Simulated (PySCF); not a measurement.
Species: C₃H₅ClN₂Si.
Structure used (PBE0-D3(BJ)/def2-SVP), in Å, numbered top down from 1:
```xyz
12
C3H5ClN2Si angstrom
Si     2.123    0.286    0.395
C      0.294    0.115    0.063
C     -0.444   -1.034   -0.135
N     -1.733   -0.620   -0.347
C     -1.721    0.739   -0.267
Cl    -3.159    1.635   -0.477
N     -0.539    1.217   -0.026
H      2.801    1.037   -0.703
H      2.708   -1.089    0.477
H      2.368    1.000    1.684
H     -0.164   -2.085   -0.144
H     -2.545   -1.195   -0.524
```

Jobs on this species (12 atoms, 68 electrons) with PySCF (density fitting). Hardware of each: Arm Neoverse V2, one thread, shared host. Other jobs ran on the host; a repeat could differ by tens of per cent or more. Peak memory is the resident size of the whole Python process, interpreter and libraries included.

Question: Rank these jobs by wall time, shortest first.
A. PBE0/STO-3G; shieldings, ring-centre shieldings, charges and field gradients; 48 basis functions
B. CAM-B3LYP/def2-SVPD; 10 singlets by full TDDFT, 4 Tamm–Dancoff triplets, polarisability, ΔSCF ions; 191 basis functions
C. OPBE/pcSseg-1; shieldings, ring-centre shieldings; 158 basis functions
D. PBE0/6-31G*; 10 singlets by full TDDFT, 4 Tamm–Dancoff triplets, polarisability; 116 basis functions

Answer: A (3.9 s), D (12 s), C (21 s), B (50 s).

All jobs:

| level and settings | work | basis functions | SCF cycles | wall time | peak memory |
| --- | --- | --- | --- | --- | --- |
| PBE0/STO-3G | shieldings, ring-centre shieldings, charges and field gradients | 48 | 13 | 3.9 s | 0.45 GiB |
| PBE0/6-31G* | 10 singlets by full TDDFT, 4 Tamm–Dancoff triplets, polarisability | 116 | 14 | 12 s | 0.62 GiB |
| PBE0/pcSseg-1 | shieldings, ring-centre shieldings | 158 | 14 | 15 s | 0.84 GiB |
| PBE0/6-31+G* | 10 singlets by full TDDFT, 4 Tamm–Dancoff triplets, polarisability | 144 | 14 | 16 s | 0.73 GiB |
| OPBE/pcSseg-1 | shieldings, ring-centre shieldings | 158 | 16 | 21 s | 0.84 GiB |
| PBE0/def2-SVPD | 10 singlets by full TDDFT, 4 Tamm–Dancoff triplets, polarisability, ΔSCF ions | 191 | 14 | 41 s | 0.84 GiB |
| CAM-B3LYP/def2-SVPD | 10 singlets by full TDDFT, 4 Tamm–Dancoff triplets, polarisability, ΔSCF ions | 191 | 13 | 50 s | 0.99 GiB |
| wB97X-D/def2-SVPD | 10 singlets by full TDDFT, 4 Tamm–Dancoff triplets, polarisability, ΔSCF ions | 191 | 14 | 50 s | 0.91 GiB |
| LC-wPBE/def2-SVPD | 10 singlets by full TDDFT, 4 Tamm–Dancoff triplets, polarisability, ΔSCF ions | 191 | 13 | 69 s | 0.86 GiB |

Q: What do all jobs in the table cost together?

A: About 4.6 min; the longest takes about 25 % of that, and about 18 times as long as the shortest.
